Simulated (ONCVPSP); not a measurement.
**Transferability test, ONCV potential for tantalum**

tantalum, optimised norm-conserving Vanderbilt (ONCV), made with ONCVPSP 4.0.1 (LDA (Perdew-Zunger), scalar-relativistic). Core [Kr] 4d10 4f14, reference 5s2 5p6 5d3 6s1 (charge +1). Waves: 5s+6s: rc 1.85 bohr, ncon 3, nbas 6, qcut 5.2 1/bohr, 2 projectors; 5p: rc 1.85 bohr, ncon 4, nbas 7, qcut 6.1 1/bohr, 2 projectors, debl 2.6 Ha; 5d: rc 2.15 bohr, ncon 3, nbas 8, qcut 8.4 1/bohr, 1 projector. Local part: polynomial inside 1.50 bohr (lpopt 5, dvloc0 6 Ha). Core correction: Teter function, fcfact 2.25, rcfact 1.4.

Energies are relative to the spin-unpolarised reference configuration 5s2 5p6 5d3 6s1; without spin polarisation the order of configurations can differ from experiment.

```json
{"valence configuration": "5s2 5p6 5d3 6s2", "charge": "0", "ΔE all-electron (eV)": "-8.702", "error AE − PS (meV)": "+2.3"}
{"valence configuration": "5s2 5p6 5d3 6s0", "charge": "+2", "ΔE all-electron (eV)": "15.309", "error AE − PS (meV)": "-5.1"}
{"valence configuration": "5s2 5p6 5d1 6s0", "charge": "+4", "ΔE all-electron (eV)": "74.600", "error AE − PS (meV)": "-64"}
```

(1) What are ΔE and the potential's error for 5s2 5p6 5d2 6s0?

## Answers

(1) ΔE = 39.236 eV all-electron; the error (AE − PS) is -14 meV.
